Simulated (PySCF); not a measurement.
SMILES c1ccc(-c2ccccn2)cc1, GFN2-xTB optimised geometry. Atoms within 1.6 Å of the plane z = 0.8 Å (x, y, z in Å): C1 (-1.68, -3.14, 0.00), C2 (-2.37, -1.93, 0.00), C3 (-1.67, -0.74, 0.00), C4 (-0.27, -0.73, 0.00), C5 (0.42, 0.57, 0.00), C6 (1.81, 0.70, 0.00), C7 (2.37, 1.96, 0.00), C8 (1.54, 3.07, 0.00), C9 (0.17, 2.85, 0.00), N10 (-0.37, 1.65, 0.00), C11 (0.40, -1.95, 0.00), C12 (-0.30, -3.14, 0.00), H13 (-2.23, -4.07, 0.00), H14 (-3.45, -1.93, 0.00), H15 (-2.19, 0.20, 0.00), H16 (2.45, -0.17, 0.00), H17 (3.45, 2.08, 0.00), H18 (1.94, 4.08, 0.00), H19 (-0.53, 3.67, 0.00), H20 (1.48, -1.98, 0.00), H21 (0.24, -4.08, 0.00).

Calculation: B3LYP/def2-SVP (PySCF).

Map of the electrostatic potential (hartree/e), clipped to [-0.08, 0.12] on the plane z = 0.8 Å:

```
|-----------------------------|
|-----------------------------|
|-----------------=====-------|
|---------------========------|
|------------======++====-----|
|-----------=++===+#*=====----|
|-----------=+##*#@@*======---|
|-------::::-+%@@@@@#+=====---|
|------::::::=@@@@@@@*++====--|
|------:::...-@@@%@@@@#*+===--|
|------:::.  =@@%##@@@%*+===--|
|------:::.  -@@@%%@@@*+====--|
|----------:.:#@@@@@@*+=====--|
|--------=+=-=#@@@@@@*=====---|
|--------=*#**@@@@%@%*+====---|
|--------=#@@@@@@*++**+===----|
|--------+%@@@@@%+++++====----|
|-----==+%@@%#@@@%+++====-----|
|-----=*#@@@*+#@@@#*+====-----|
|-----=+*@@@#*#@@@*+====------|
|------==+@@@@@@%+=====-------|
|--------=@@@@@@#====---------|
|--------=#@@#@@*==-----------|
|-------=+**+=+**==-----------|
|-------==+==-=++==-----------|
|--------===---===------------|
|-----------------------------|
|-----------------------------|
|-----------------------------|
```
Scale: ten equal steps from -0.063 (start of ' ') to 0.120 (end of '@'), in the order ' .:-=+*#%@'; x runs from -6.50 to 6.50, y from -6.50 (bottom) to 6.50 (top).
